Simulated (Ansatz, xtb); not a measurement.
## Two structures of ClGaH3Si2

Structure I is a doublet given by its coordinates and structure II is a doublet given by its coordinates. Both are isolated molecules in the gas phase, relaxed with B3LYP-D3(BJ)/def2-SVP.

I (Å):

```xyz
7

Cl    1.2774    1.4248    0.0507
Ga    0.1687   -0.1103   -2.0307
Si   -0.5735   -0.5245    2.1944
Si   -0.8716    0.7403    0.1996
H     0.4775   -1.5761    2.0229
H    -0.1586    0.3630    3.3228
H    -1.8540   -1.2013    2.5697
```

Close contacts (Å): Cl1–Ga2 2.81, Cl1–Si4 2.26, Ga2–Si4 2.60, Si3–Si4 2.38, Si3–H5 1.50, Si3–H6 1.49, Si3–H7 1.50.

II (Å):

| atom | x (Å) | y (Å) | z (Å) |
| --- | --- | --- | --- |
| Cl | 0.1088 | 2.0914 | 2.0106 |
| Ga | 1.5628 | -0.1798 | 2.6470 |
| Si | -1.4489 | 0.6287 | 1.3586 |
| Si | 0.0891 | -0.9072 | 0.4706 |
| H | -1.7852 | 0.0539 | 2.7215 |
| H | 0.6699 | -0.3806 | -0.8067 |
| H | -0.4704 | -2.2716 | 0.2001 |

Close contacts (Å): Cl1–Ga2 2.77, Cl1–Si3 2.23, Ga2–Si4 2.73, Si3–Si4 2.35, Si3–H5 1.52, Si4–H6 1.50, Si4–H7 1.50.

Task: Which of the two would you expect CCSD(T)/def2-SVP electronic energies to favour?

Result: Structure I; the calculation gives E(II) − E(I) = +20.8 kJ/mol.

How the difference moves with the method:

```tsv
level	geometry	E(II) − E(I) (kJ/mol)	departure from the last row (kJ/mol)	job, with rough time for the two
B3LYP-D3(BJ)/def2-SVP	B3LYP-D3(BJ)/def2-SVP	+13.2	−7.6	optimisation, 3 min
HF/def2-SVP	B3LYP-D3(BJ)/def2-SVP	+37.2	+16.4	part of the CCSD(T) run
MP2/def2-SVP	B3LYP-D3(BJ)/def2-SVP	+23.6	+2.8	part of the CCSD(T) run
CCSD(T)/def2-SVP	B3LYP-D3(BJ)/def2-SVP	+20.8		single point, 56 s
```

None of the levels shown reverses the order. The largest departure from CCSD(T)/def2-SVP is that of HF/def2-SVP, 16.4 kJ/mol. Levels run at GFN2-xTB geometries aren't shown.

With harmonic frequencies from B3LYP-D3(BJ)/def2-SVP (ideal gas, rigid rotor, one conformer each, 298.15 K, 1 atm): on the last row, ΔE + ΔZPE = +18.1 kJ/mol. A mode under 50 cm⁻¹ makes harmonic enthalpies and free energies unreliable, so none is given.

Open shells are spin-unrestricted, with notable spin contamination under HF/def2-SVP, MP2/def2-SVP, CCSD(T)/def2-SVP. The correlated steps freeze 24 core orbitals; the filled d shell of Ga is correlated, in a basis made for valence electrons. Programs: Ansatz 0.2.0; the last row on 2 threads of Intel(R) Xeon(R) Platinum 8259CL CPU @ 2.50GHz (Skylake/Cascade Lake) on a shared host.
